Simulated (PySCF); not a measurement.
CH6CdOSi. Atoms are numbered in the order given.

```xyz
10

Cd    -0.3571     0.2658     0.5070
C     -1.7141     1.3753     1.6339
H     -2.1433     0.7518     2.4309
H     -2.5275     1.7384     0.9901
H     -1.2093     2.2389     2.0894
O      0.9546    -0.8185    -0.4888
Si     1.4781    -1.1108    -2.0112
H      0.3867    -1.6362    -2.9024
H      2.5772    -2.1276    -1.9999
H      2.0125     0.1247    -2.6815
```
Charge 0, spin multiplicity 1.

The structure is a stationary point at PBE0-D3(BJ)/def2-SVP. The structure was generated by enumeration; whether it is a known compound was not checked. The def2 effective core potentials stand for the cores of Cd; spin–orbit coupling is left out. One conformer was computed; it need not be the lowest.

Method: ωB97X/def2-TZVP (PySCF).

ESP charges are fitted to the potential on shells at 1.4 to 2.0 van der Waals radii. Atomic charges (e):

```
atom  Mulliken  ESP fit
----  --------  -------
Cd1          ?     0.86
C2           ?    -1.04
H3           ?     0.24
H4           ?     0.24
H5           ?     0.24
O6       -0.66    -0.62
Si7       0.37     0.40
H8       -0.09    -0.11
H9       -0.07    -0.08
H10      -0.09    -0.11
```

Problem. Some entries are withheld; supply them. (The exact figures need the calculation; the answer reports its results.)

Solution. 
- Cd1, Mulliken: 0.82
- C2, Mulliken: -0.69
- H3, Mulliken: 0.13
- H4, Mulliken: 0.13
- H5, Mulliken: 0.13
